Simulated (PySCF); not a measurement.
A side-by-side comparison of computed properties.

First species: 3-methylstyrene, C9H10.
Bonds: C1–C2 (double), C2–C3, C3–C4 (aromatic), C4–C5 (aromatic), C5–C6 (aromatic), C6–C7 (aromatic), C7–C8, C7–C9 (aromatic), C3–C9 (aromatic). Hydrogens: H10, H11 on C1; H12 on C2; H13 on C4; H14 on C5; H15 on C6; H16, H17, H18 on C8; H19 on C9.

Second species: C₈H₉N.
Z-matrix (Å and degrees, PBE0-D3(BJ)/def2-SVP geometry), rows numbered from 1:
```
C 
C   1  1.3420
C   2  1.5015  1  121.03
C   2  1.4831  1  121.39  3  -178.87
C   4  1.4015  2  121.55  1   156.92
C   5  1.3942  4  119.58  2  -179.32
N   6  1.3288  5  123.88  4    -0.65
C   7  1.3321  6  116.88  5    -0.14
C   8  1.3907  7  123.90  6     0.27
H   1  1.0928  2  120.73  3    -1.61
H   1  1.0921  2  122.25  3   177.04
H   3  1.1016  2  111.36  1   128.41
H   3  1.1023  2  111.28  1  -112.39
H   3  1.0980  2  111.00  1     7.33
H   5  1.0910  4  121.12  2    -0.06
H   6  1.0965  5  119.66  4   179.45
H   8  1.0963  7  116.38  6  -179.21
H   9  1.0914  4  120.76  2    -2.01
```

Levels: wB97X-D/def2-SVPD for dipole moment, HOMO energy, LUMO energy, HOMO–LUMO gap, static isotropic polarisability and electronic spatial extent ⟨r²⟩ about the centre of nuclear charge; TDDFT wB97X-D/def2-SVPD for lowest singlet excitation; PBE0-D3(BJ)/def2-SVP for rotational constant A and rotational constant C. Geometries: PBE0-D3(BJ)/def2-SVP. Each species is one conformer at its optimised geometry, gas phase, non-relativistic unless stated. Electronic properties by PySCF.

Dipoles, sizes and rotational constants follow the conformer. The torsions of the flexible species, by atom-mapped SMILES:
- `[CH2:1]=[CH:2][c:3]1[cH:4][cH:5][cH:6][c:7]([CH3:8])[cH:9]1`: C1–C2–C3–C4 0°
- `[CH2:1]=[C:2]([CH3:3])[c:4]1[cH:5][cH:6][n:7][cH:8][cH:9]1`: C1–C2–C4–C5 157°

Which of the two has the higher dipole moment, and by how much?

The second: 2.70 D against 0.56 D, a difference of 2.14 D.

Which of the two has the higher ⟨r²⟩, and by how much?

The first: 1364 bohr² against 1249 bohr², a difference of 115 bohr².

Which of the two has the higher HOMO energy, and by how much?

The first: -8.20 eV against -8.93 eV, a difference of 0.73 eV.

Which of the two has the higher HOMO–LUMO gap, and by how much?

The second: 9.17 eV against 8.77 eV, a difference of 0.40 eV.

Which of the two has the higher LUMO energy, and by how much?

The first: 0.57 eV against 0.24 eV, a difference of 0.33 eV.

Which has the higher rotational constant A?

The second: 3.723 GHz against 3.527 GHz, a difference of 0.196 GHz.

Which of the two has the higher S1 energy, and by how much?

The first: 4.99 eV against 4.85 eV, a difference of 0.14 eV.

Which has the higher static isotropic polarisability?

The first: 110.8 au against 101.2 au, a difference of 9.6 au.

On the first: The polarisability is 16.42 Å³ as a volume (1 au = 0.148185 Å³), or 1.73 au for each of the 64 electrons. S1 lies 3.78 eV below the HOMO–LUMO gap; its leading configuration is HOMO−1→LUMO, weight 0.51, beside HOMO→LUMO+1, weight 0.39.

On the second: The dipole equals about 9.0 × 10⁻³⁰ C·m (1 D = 3.33564 × 10⁻³⁰ C·m). The principal polarisabilities are 62.9, 108.0 and 132.6 au; their mean is the isotropic value.
